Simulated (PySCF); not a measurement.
**Structure elucidation problem**

The spectra below were simulated for a compound C4H3F6NOSi.

¹H NMR (500 MHz, computed): δ 5.08 (m, 1H), 5.05 (m, 1H), 4.92 (m, 1H).

¹³C{¹H} NMR (computed): δ 136.0 (C), 131.3 (C), 116.3 (C), 65.4 (CH).

[PySCF 2.14: structure optimised with GFN2-xTB; NMR shieldings at PBE0/pcSseg-1/GIAO; non-relativistic; a single conformation; no solvent model; fast rotation and ring inversion assumed for equivalent nuclei]

Scale: TMS for ¹H (σ = 31.72 ppm), ¹³C (σ = 186.93 ppm) (reference shieldings calculated alike).

What is the structure?

Results:


Rings plus π bonds: 2 (no ring in the answer). 4 carbon signals for 4 carbons: no two carbons are equivalent. Carbon types of the structure: 3 × C, 1 × CH, leaving 2 H on heteroatoms. δC 136.0, 131.3: CF3 carbon; 3 electronegative neighbours deshield it. δC 116.3: nitrile carbon; C≡N carbons fall here, among the sp2 signals but without a proton. δC 65.4: sp3 CH bonded to O, α to a nitrile; pulled downfield by the heteroatom. δH 5.08: hydrogen on an sp3 CH bonded to O, α to a nitrile; its carbon carries O, hence the downfield position. δH 5.05, 4.92: hydrogen on a silicon bonded to C, O.

These data were computed for `C([SiH2]O[C@@H](C#N)C(F)(F)F)(F)(F)F`.

This is the structure that produced the data.

Splittings by ¹⁹F in the carbon and heteronuclear signals aren't shown, as no couplings were computed. Shifts are as computed. Against solution values, carbons near 30 ppm lie about +3 ppm off and those near 130 ppm about +5 ppm. Of 1211 compounds with measured shifts, 218 miss one by over three times the rms of a fit or turn the order of signals round; such compounds aren't used in these exercises. No couplings were computed; multiplicities are counted from neighbouring protons, with m where these are inequivalent, close in shift, in a saturated or five-membered ring or joined by F or P, and br s for small geminal =CH2 splittings.
